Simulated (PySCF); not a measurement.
C3H3 (SMILES C#C[CH2]), doublet (typed; the unrestricted solution is spin-contaminated), geometry from GFN2-xTB, with bond 5-3 at 1.25 times its length; HF/def2-SV(P) run with PySCF.

The PySCF input:
```python
from pyscf import gto, scf

mol = gto.Mole()
mol.atom = '''
    C     1.308152   -0.191299    0.146541
    C     0.109010   -0.015941    0.012211
    C    -1.220566    0.178491   -0.136729
    H     2.339136   -0.342066    0.262033
    H    -1.685456    1.238328   -0.819337
    H    -1.926236   -0.511798    0.288645
'''
mol.basis = 'def2-sv(p)'
mol.charge = 0
mol.spin = 1
mol.verbose = 5
mol.build()

mf = scf.UHF(mol)
mf.kernel()
mo_i, mo_e, stable_i, stable_e = mf.stability(internal=True, external=True, return_status=True, nroots=6, tol=1e-6)
print('internally stable:', stable_i, ' externally stable:', stable_e)
if not stable_i:
    umf = mf.copy()
    umf.scf_summary = {}
    umf.kernel(umf.make_rdm1(mo_i, mf.mo_occ))
```

What the program printed (banner, timings and long lists left out):

```
PySCF version 2.14.0

[INPUT] verbose = 5
[INPUT] max_memory = 4000
[INPUT] num. atoms = 6
[INPUT] num. electrons = 21
[INPUT] charge = 0
[INPUT] spin (= nelec alpha-beta = 2S) = 1
[INPUT] symmetry False subgroup None
[INPUT] Mole.unit = angstrom
[INPUT] Symbol           X                Y                Z      unit          X                Y                Z       unit  Magmom
[...]
[INPUT] ---------------- BASIS SET ----------------
[INPUT] l, kappa, [nprim/nctr], expnt,             c_1 c_2 ...
[INPUT] C
[...]
                                186.29004992      0.040638409211
                                42.251176346      0.18025593888
                                11.676557932      0.46315121755
                                3.5930506482      0.44087173314
[...]
                                2.0103545142      0.21117025112
                                0.54771004707     0.51328172114
[...]
[INPUT] H
[...]
                                1.9622572         0.13796524
                                0.44453796        0.47831935
[...]
nuclear repulsion = 52.9964577840837
number of shells = 24
number of NR pGTOs = 84
number of NR cGTOs = 48
basis = def2-sv(p)
ecp = {}

******** <class 'pyscf.scf.uhf.UHF'> ********
method = UHF
initial guess = minao
damping factor = 0
level_shift factor = 0
DIIS = <class 'pyscf.scf.diis.CDIIS'>
diis_start_cycle = 1
diis_space = 8
diis_damp = 0
SCF conv_tol = 1e-09
SCF conv_tol_grad = None
SCF max_cycles = 50
direct_scf = True
direct_scf_tol = 1e-13
number electrons alpha = 11  beta = 10
Set gradient conv threshold to 3.16228e-05
E1 = -258.0460660021222  E2 = 89.60970221069421  Ecoul = 106.16955924113641  Exc = -16.559857030442203
init E= -115.439906007344
cond(S) = 4749.728977210561

  alpha mo_energy =
[-11.32702884 -11.31486136 -11.29167224  -1.41706257  -1.0878351
  -0.69533527  -0.52049826  -0.46856783  -0.35623817  -0.27381066
  -0.11618988   0.07105111   0.13939564   0.1840509    0.18481886
   0.25215167   0.34884415   0.38536912   0.44204694   0.62292109
   0.63744603   0.63774692   0.72057578   0.72465042   0.79259922
   0.81827585   0.83035006   0.86848266   0.93807028   1.00116463
   1.10986239   1.20341001   1.50496056   1.59180771   1.7076125
   1.72933309   1.77051025   1.92352485   2.07356582   2.19555123
   2.21447573   2.24000077   2.35353248   2.36848367   2.93094375
   3.03263045   3.07985882   3.76361548]
  beta  mo_energy =
[-11.32702884 -11.31486136 -11.29167224  -1.41706257  -1.0878351
  -0.69533527  -0.52049826  -0.46856783  -0.35623817  -0.27381066
  -0.11618988   0.07105111   0.13939564   0.1840509    0.18481886
   0.25215167   0.34884415   0.38536912   0.44204694   0.62292109
   0.63744603   0.63774692   0.72057578   0.72465042   0.79259922
   0.81827585   0.83035006   0.86848266   0.93807028   1.00116463
   1.10986239   1.20341001   1.50496056   1.59180771   1.7076125
   1.72933309   1.77051025   1.92352485   2.07356582   2.19555123
   2.21447573   2.24000077   2.35353248   2.36848367   2.93094375
   3.03263045   3.07985882   3.76361548]
multiplicity <S^2> = 0.75  2S+1 = 2
E1 = -258.29108846594954  E2 = 90.22887344517316  Ecoul = 106.5437218611449  Exc = -16.31484841597174
cycle= 1 E= -115.065757236693  delta_E= 0.374  |g|= 0.23  |ddm|= 1.74
  alpha mo_energy =
[-11.37952014 -11.26024069 -11.25375422  -1.09172145  -0.96884685
  -0.74573544  -0.67583482  -0.59934913  -0.51684075  -0.39888864
  -0.33456666   0.12796827   0.18246123   0.20444535   0.22079963
   0.26760801   0.36285951   0.43158741   0.45713909   0.61829893
   0.63467493   0.6651824    0.71179153   0.73426631   0.84139836
   0.85239707   0.87258011   0.88629118   0.97562982   1.0036661
   1.139239     1.23810098   1.55060154   1.60144979   1.7239753
   1.76248708   1.81065789   1.90922194   2.08326627   2.20519292
   2.25533025   2.26485098   2.35592353   2.38703207   2.97125442
   3.0734267    3.12285849   3.82871968]
  beta  mo_energy =
[...]
converged SCF energy = -115.125966321108  <S^2> = 0.99246257  2S+1 = 2.2293161
<class 'pyscf.scf.uhf.UHF'> wavefunction is stable in the internal stability analysis
[...]
<class 'pyscf.scf.uhf.UHF'> wavefunction is stable in the real -> complex stability analysis
davidson 0 1  |r|= 1.01  e= [0.95290776]  max|de|= 0.953  lindep= 0.989
Old state -> New state
    0     ->     1
davidson 1 2  |r|= 1.01  e= [0.64650545 0.95999201]  max|de|= 0.647  lindep= 0.996
Old state -> New state
    0     ->     1
    0     ->     2
    1     ->     3
davidson 2 4  |r|= 1.02  e= [0.36349113 0.40722718 0.66333112 0.96562778]  max|de|= 0.407  lindep= 0.883
Old state -> New state
    3     ->     0
    0     ->     1
    1     ->     2
    0     ->     3
    0     ->     4
    1     ->     5
davidson 3 8  |r|= 0.324  e= [0.20976988 0.22523653 0.32121272 0.40756013 0.46075363 0.5434749 ]  max|de|= 0.543  lindep=  0.9
Old state -> New state
    1     ->     2
davidson 4 14  |r|= 0.237  e= [0.05395527 0.16079374 0.17677101 0.3350245  0.36305486 0.39854512]  max|de|= -0.156  lindep= 0.907
davidson 5 20  |r|= 0.338  e= [0.0075599  0.11535081 0.1642602  0.24735617 0.29656874 0.31878063]  max|de|= 0.319  lindep= 0.896
Old state -> New state
    5     ->     1
    1     ->     2
    2     ->     3
    3     ->     4
    4     ->     5
davidson 6 26  |r|= 0.174  e= [0.00139154 0.09262486 0.11317373 0.16999261 0.17271181 0.26152983]  max|de|= -0.226  lindep= 0.851
Old state -> New state
    4     ->     3
    3     ->     4
davidson 7 32  |r|= 0.0941  e= [1.36188094e-04 7.03093798e-02 1.11537571e-01 1.43225304e-01
 1.68148882e-01 2.46076831e-01]  max|de|= -0.0295  lindep= 0.838
davidson 8 6  |r|= 0.0941  e= [1.36188094e-04 7.03093798e-02 1.11537571e-01 1.43225304e-01
 1.68148882e-01 2.46076831e-01]  max|de|= 8.6e-16  lindep= 0.997
davidson 9 12  |r|= 0.0731  e= [2.89778443e-05 6.88767748e-02 1.11430035e-01 1.37713199e-01
 1.67934516e-01 2.41346110e-01]  max|de|= -0.00551  lindep= 0.805
davidson 10 18  |r|= 0.26  e= [2.24147955e-06 6.86142625e-02 1.11404484e-01 1.33622175e-01
 1.67888420e-01 2.22048156e-01]  max|de|= 0.222  lindep= 0.781
davidson 11 24  |r|= 0.0774  e= [-3.80548793e-07  6.85796040e-02  1.11399511e-01  1.31897883e-01
  1.67877033e-01  1.89577056e-01]  max|de|= -0.0325  lindep= 0.797
[...]
davidson 12 30  |r|= 0.037  e= [-5.73515136e-07  6.85757922e-02  1.11398777e-01  1.31598931e-01
  1.67874591e-01  1.85256225e-01]  max|de|= -0.00432  lindep= 0.815
[...]
davidson 13 6  |r|= 0.037  e= [-5.73515135e-07  6.85757922e-02  1.11398777e-01  1.31598931e-01
  1.67874591e-01  1.85256225e-01]  max|de|= 1.51e-15  lindep= 0.996
davidson 14 8  |r|= 0.024  e= [-5.82912076e-07  6.85755295e-02  1.11398724e-01  1.31561407e-01
  1.67874385e-01  1.84469227e-01]  max|de|= -0.000787  lindep= 0.78
davidson 15 10  |r|= 0.0136  e= [-5.84310780e-07  6.85754715e-02  1.11398716e-01  1.31552039e-01
  1.67874342e-01  1.84143536e-01]  max|de|= -0.000326  lindep= 0.81
davidson 16 12  |r|= 0.00613  e= [-5.84531442e-07  6.85754585e-02  1.11398714e-01  1.31550494e-01
  1.67874335e-01  1.84044778e-01]  max|de|= -9.88e-05  lindep= 0.801
[...]
davidson 17 14  |r|= 0.00235  e= [-5.84554545e-07  6.85754554e-02  1.11398714e-01  1.31550314e-01
  1.67874331e-01  1.84022870e-01]  max|de|= -2.19e-05  lindep= 0.81
davidson 18 15  |r|= 0.00117  e= [-5.84567349e-07  6.85754547e-02  1.11398714e-01  1.31550292e-01
  1.67874330e-01  1.84016948e-01]  max|de|= -5.92e-06  lindep= 0.901
davidson 19 16  |r|= 0.000624  e= [-5.84567806e-07  6.85754546e-02  1.11398714e-01  1.31550289e-01
  1.67874328e-01  1.84015856e-01]  max|de|= -1.09e-06  lindep= 0.865
[...]
converged 20 17  |r|= 0.000463  e= [-5.84576550e-07  6.85754544e-02  1.11398714e-01  1.31550288e-01
  1.67874323e-01  1.84015586e-01]  max|de|= -2.69e-07
uhf_external: lowest eigs of H = [-5.84576550e-07  6.85754544e-02  1.11398714e-01  1.31550288e-01
  1.67874323e-01  1.84015586e-01]
<class 'pyscf.scf.uhf.UHF'> wavefunction is stable in the UHF/UKS -> GHF/GKS stability analysis
internally stable: True  externally stable: True
```
